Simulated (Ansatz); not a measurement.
Two members of one family (InAs nanocrystals, H-capped) that differ in charge, which shifts all levels, computed with Ansatz in the gas phase; def2 core potentials for In, no spin–orbit coupling. The two geometries come from different levels. Levels of anions in sets without diffuse functions are rough. The structures are stationary points that may keep the symmetry of their start.

First: In5As6H18⁺, cut from wurtzite (singlet, charge 1, r2SCAN-D4/def2-SVP geometry).

Cartesian coordinates in Å:
```
As -0.053 -2.984 -0.211
In -1.680 -1.606 1.482
In 2.518 -0.561 2.707
As -0.086 0.181 2.543
As -2.940 -0.234 -0.504
In -0.958 2.742 2.356
In 1.787 -1.882 -1.829
As 3.021 -0.368 -0.032
As 0.188 -0.135 -3.128
In -1.753 1.491 -2.186
As -0.490 2.977 -0.386
H 0.707 -3.995 0.614
H -0.864 -3.970 -1.021
H -2.757 -2.649 2.309
H 2.547 -2.273 2.852
H 3.399 0.732 3.397
H -0.479 -0.081 3.986
H -3.796 -1.175 -1.319
H -4.066 0.548 0.129
H -2.676 2.690 2.319
H 0.211 3.759 3.080
H 2.632 -2.940 -2.875
H 4.481 -0.577 -0.357
H 2.918 1.030 -0.598
H -0.426 -0.900 -4.278
H 1.101 0.735 -3.960
H -2.729 2.171 -3.416
H 0.963 2.888 -0.790
H -0.721 4.385 -0.884
```

| level | HOMO (eV) | LUMO (eV) | gap (eV) |
| --- | --- | --- | --- |
| PBE-D4/def2-SVP | -8.99 | -5.28 | 3.71 |
| PBE-D4/def2-TZVP | -9.03 | -5.33 | 3.70 |
| PBE0-D4/def2-SVP | -9.95 | -4.54 | 5.42 |
| PBE0-D4/def2-TZVP | -9.97 | -4.57 | 5.39 |

Second: In7As6H20⁻, cut from zinc blende (singlet, charge -1, PBE-D4/def2-SVP geometry).

| atom | x (Å) | y (Å) | z (Å) |
| --- | --- | --- | --- |
| In1 | -0.480 | -0.317 | -4.209 |
| In2 | 1.881 | -2.198 | 4.024 |
| In3 | -1.503 | -2.185 | 0.157 |
| In4 | 2.303 | -0.622 | -0.781 |
| In5 | 0.899 | 3.436 | -1.915 |
| In6 | -0.657 | 1.601 | 1.818 |
| In7 | -3.437 | 1.903 | -1.615 |
| As8 | 2.610 | -2.282 | 1.411 |
| As9 | 0.155 | -1.648 | -1.906 |
| As10 | -1.113 | 1.986 | -2.969 |
| As11 | -0.035 | -0.297 | 3.731 |
| As12 | -2.471 | 0.324 | 0.399 |
| As13 | 1.404 | 1.704 | 0.142 |
| H14 | -1.916 | -1.075 | -4.866 |
| H15 | 1.022 | -0.157 | -5.102 |
| H16 | 3.204 | -1.427 | 4.875 |
| H17 | 1.132 | -3.711 | 4.464 |
| H18 | -2.751 | -3.328 | -0.285 |
| H19 | -0.458 | -2.435 | 1.562 |
| H20 | 3.887 | -0.579 | -1.523 |
| H21 | 2.302 | 3.390 | -2.966 |
| H22 | 0.280 | 4.908 | -1.193 |
| H23 | -0.963 | 3.062 | 2.734 |
| H24 | -4.624 | 0.956 | -2.488 |
| H25 | -3.793 | 3.456 | -0.879 |
| H26 | 2.185 | -3.665 | 0.920 |
| H27 | 4.110 | -2.608 | 1.449 |
| H28 | 0.712 | -3.018 | -2.318 |
| H29 | -1.501 | 2.869 | -4.164 |
| H30 | -1.356 | -1.010 | 4.023 |
| H31 | -0.004 | 0.476 | 5.057 |
| H32 | -3.583 | 0.209 | 1.450 |
| H33 | 2.560 | 2.283 | 0.964 |

**Question.** Estimate the same table for the second.

**Answer.** 
| level | HOMO (eV) | LUMO (eV) | gap (eV) |
| --- | --- | --- | --- |
| PBE-D4/def2-SVP | -3.07 | 0.53 | 3.60 |
| PBE-D4/def2-TZVP | -3.18 | 0.40 | 3.58 |
| PBE0-D4/def2-SVP | -4.03 | 1.18 | 5.22 |
| PBE0-D4/def2-TZVP | -4.11 | 1.07 | 5.17 |
